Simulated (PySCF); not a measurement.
InBr: frontier orbitals

r²SCAN0 at R = 2.568 Å; In x2c-TZVPPall, Br x2c-TZVPPall; spin-free X2C with a Gaussian nucleus (PySCF 2.14). State: ¹Σ⁺ (singlet), closed shell. Only the outer orbitals are listed, counted within each symmetry.

| orbital | occ. | ε (eV) | on In (%) | main shells (%) |
| --- | --- | --- | --- | --- |
| 17σ | 2 | -10.71 | 59 | 58 In s, 38 Br p |
| 9π | 2 | -7.97 | 5 | 95 Br p |
| 9π | 2 | -7.97 | 5 | 95 Br p |
| 18σ | 2 | -7.27 | 55 | 46 Br p, 37 In s, 16 In p |
| 10π | 0 | -1.77 | 96 | 96 In p |
| 10π | 0 | -1.77 | 96 | 96 In p |
| 19σ | 0 | 0.25 | 92 | 82 In p |

Which are the highest filled and the lowest empty level, where do they sit, and how wide is the gap?

Highest filled 18σ at -7.27 eV (in %: 46 Br p, 37 In s, 16 In p); lowest empty 10π at -1.77 eV (in %: 96 In p); the gap at r²SCAN0 is 5.50 eV.

| Quantity | Value |
| --- | --- |
| bond order (Mayer) | 0.93 |
| ⟨S²⟩ | 0.000 |
| charge on In (Mulliken, basis-dependent) | 0.45 |
| charge on In (Löwdin, basis-dependent) | 0.12 |
| dipole moment (positive dipole means In(−)Br(+)) | -3.54 D |

Spin–orbit coupling is left out.
